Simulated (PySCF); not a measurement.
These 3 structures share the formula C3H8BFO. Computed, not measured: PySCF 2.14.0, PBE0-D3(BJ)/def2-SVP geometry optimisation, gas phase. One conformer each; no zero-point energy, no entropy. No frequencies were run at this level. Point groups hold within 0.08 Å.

Task: Order them by energy at this level, lowest first, and give relative energies in kcal/mol.
A. `[BH2:1][O:2][C@@H:3]([F:4])[CH2:5][CH3:6]` with H–B1–O2–C3 180° and 1°, B1–O2–C3–F4 111°, O2–C3–C5–C6 64°
B. `[CH3:1][CH2:2][B:3]([F:4])[O:5][CH3:6]` with C1–C2–B3–F4 -179°, C2–B3–O5–C6 180°
C. `[BH2:1][O:2][C:3]([CH3:4])([CH3:5])[F:6]` with H–B1–O2–C3 0° and 180°, B1–O2–C3–C4 -65°

Result: B (0.0), C (49.7), A (53.2).

As drawn, the lowest has a B–F bond, which the highest lacks.

```json
{"SMILES": "CCB(F)OC", "E (Eh)": "-318.58082", "E rel (kcal/mol)": "0.0", "dipole (D)": "0.98", "point group": "near Cs", "A, B, C (MHz)": "5385, 2426, 1726"}
{"SMILES": "BOC(C)(C)F", "E (Eh)": "-318.50155", "E rel (kcal/mol)": "49.7", "dipole (D)": "2.29", "point group": "Cs", "A, B, C (MHz)": "4736, 2948, 2884"}
{"SMILES": "BO[C@@H](F)CC", "E (Eh)": "-318.49606", "E rel (kcal/mol)": "53.2", "dipole (D)": "2.01", "point group": "C1", "A, B, C (MHz)": "4280, 3103, 1969"}
```
